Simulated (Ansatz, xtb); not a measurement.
C6H7N2S+: 6 structures ranked

6 gas-phase structures of C6H7N2S+, from a drawn sample of its isomers (lower ones may exist). Each was relaxed with GFN2-xTB; where two conformers were screened, the lower at r2SCAN-D4/def2-SVP is listed:

A. `CC[n+]1cscc1C#N`, a singlet
B. `N#CCC[n+]1ccsc1`, a singlet
C. `C=C1CC[n+]2nscc21`, a singlet
D. `CC#Cc1nsc[n+]1C`, a singlet
E. `C[C@H](C#N)[n+]1ccsc1`, a singlet
F. `CC[n+]1csc(C#N)c1`, a singlet

Q: Estimate their order in r2SCAN-D4/def2-SVP energy at these geometries, lowest first.

A: Calculated order at r2SCAN-D4/def2-SVP: B (0.0), A (4.2), F (4.6), E (7.2), C (14.8), D (26.5) kcal/mol. Less than 1 kcal/mol parts A and F, so the order within that pair means little.

Energies above the lowest of each column, in kcal/mol; the last columns are at PBE-D3(BJ)/def2-SVP geometries and were run for some of them only (a dash: not run or not comparable):

```json
{"structure": "B", "GFN2-xTB": "11.2", "HF/STO-3G": "0.0", "r2SCAN-D4/def2-SVP": "0.0", "PBE-D3(BJ)/def2-SVP": "0.0", "CCSD(T)/def2-SVP + ΔMP2/def2-TZVPP": "0.0"}
{"structure": "A", "GFN2-xTB": "14.2", "HF/STO-3G": "0.9", "r2SCAN-D4/def2-SVP": "4.2", "PBE-D3(BJ)/def2-SVP": "3.5", "CCSD(T)/def2-SVP + ΔMP2/def2-TZVPP": "5.7"}
{"structure": "F", "GFN2-xTB": "14.2", "HF/STO-3G": "0.6", "r2SCAN-D4/def2-SVP": "4.6", "PBE-D3(BJ)/def2-SVP": "3.7", "CCSD(T)/def2-SVP + ΔMP2/def2-TZVPP": "7.0"}
{"structure": "E", "GFN2-xTB": "15.9", "HF/STO-3G": "5.3", "r2SCAN-D4/def2-SVP": "7.2", "PBE-D3(BJ)/def2-SVP": "6.5", "CCSD(T)/def2-SVP + ΔMP2/def2-TZVPP": "6.2"}
{"structure": "C", "GFN2-xTB": "0.0", "HF/STO-3G": "18.8", "r2SCAN-D4/def2-SVP": "14.8", "PBE-D3(BJ)/def2-SVP": "11.5", "CCSD(T)/def2-SVP + ΔMP2/def2-TZVPP": "20.8"}
{"structure": "D", "GFN2-xTB": "11.9", "HF/STO-3G": "43.7", "r2SCAN-D4/def2-SVP": "26.5", "PBE-D3(BJ)/def2-SVP": "–", "CCSD(T)/def2-SVP + ΔMP2/def2-TZVPP": "–"}
```

CCSD(T)/def2-SVP + ΔMP2/def2-TZVPP puts B lowest of those it was run on; GFN2-xTB picks C. CCSD(T)/def2-SVP + ΔMP2/def2-TZVPP orders those it was run on as B (0.0), A (5.7), E (6.2), F (7.0), C (20.8) kcal/mol. Less than 1 kcal/mol parts A and E; E and F, so the order within those pairs means little. Flexible structures stand in one conformer each, not always the lowest. Frequencies (GFN2-xTB) were run for A, B, C, E, F alone. The ΔMP2 step shifts differences by up to 6.0 kcal/mol, which makes them less sure. ΔMP2 is the change of the MP2 energy from the smaller to the larger basis.

Over these structures GFN2-xTB departs from r2SCAN-D4/def2-SVP by 10.9 kcal/mol on average once a common shift is removed. A GFN2-xTB relaxation took about 0.11 s and the r2SCAN-D4/def2-SVP energy about 2.7 s on a shared host (Ansatz 0.2.0, xtb 6.7.1).
